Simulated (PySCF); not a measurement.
AlI3, SMILES [I][Al]([I])[I]. Heavy atoms are numbered as in [Al:1]([I:2])([I:3])[I:4].

The structure is a stationary point at PBE0-D3(BJ)/def2-SVP. The isomer is the one that the SMILES or the coordinates give; other isomers of the formula were not compared. The def2 effective core potentials stand for the cores of I; spin–orbit coupling is left out.

The numbers are results of M06-2X/def2-TZVP in PySCF, not measurements.

ESP charges are fitted to the potential on shells at 1.4 to 2.0 van der Waals radii. Atomic charges (e), one atom of each kind:

| atom | ESP fit | Löwdin | Mulliken |
|---|---|---|---|
| Al1 | … | -0.91 | 0.44 |
| I2 | … | 0.30 | -0.15 |

**Question.** Some entries are withheld; supply them. (The exact figures need the calculation; the answer reports its results.)

**Answer.** 
- Al1, ESP fit: 0.30
- I2, ESP fit: -0.10
